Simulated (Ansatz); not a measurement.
C2H6ClNSi, SMILES `C[SiH2]C(=N)Cl`. Charge 0, multiplicity 1. Geometry: relaxed with PBE0-D4/def2-TZVP. It is one conformer, not always the lowest.

```xyz
11

C     0.862   -1.431   -0.246
Si   -0.156   -0.303    0.825
C    -0.612    1.255   -0.158
N    -0.265    1.455   -1.341
Cl   -1.592    2.422    0.773
H     1.135   -2.337    0.299
H     1.776   -0.928   -0.568
H     0.302   -1.716   -1.138
H     0.578    0.161    2.030
H    -1.438   -0.919    1.252
H    -0.590    2.341   -1.729
```

(1) What is the dipole moment at PBE/def2-TZVPP? (Estimate.)

(2) And with r2SCAN, B3LYP, ωB97M-V? (Estimate.)

(3) Give the Mulliken charges with PBE, ωB97M-V, r2SCAN in def2-TZVPP. (An estimate is asked.)

Results:

(1) Ansatz gave: 1.01 D, with components (0.54, -0.81, -0.27) D in this frame, pointing from negative to positive charge.

(2) Computed: r2SCAN 1.09 D, B3LYP 0.99 D, ωB97M-V 0.98 D.

(3) Ansatz gave: 
```tsv
atom	PBE	ωB97M-V	r2SCAN
C1	-0.36	-0.43	-0.29
Si2	0.28	0.28	0.36
C3	0.00	-0.01	0.06
N4	-0.20	-0.20	-0.27
Cl5	-0.13	-0.11	-0.15
H6	0.11	0.12	0.08
H7	0.12	0.13	0.09
H8	0.12	0.13	0.09
H9	-0.05	-0.02	-0.06
H10	-0.05	-0.02	-0.06
H11	0.16	0.13	0.17
```

B3LYP here is the variant with VWN-RPA as its local correlation; programs differ in this.
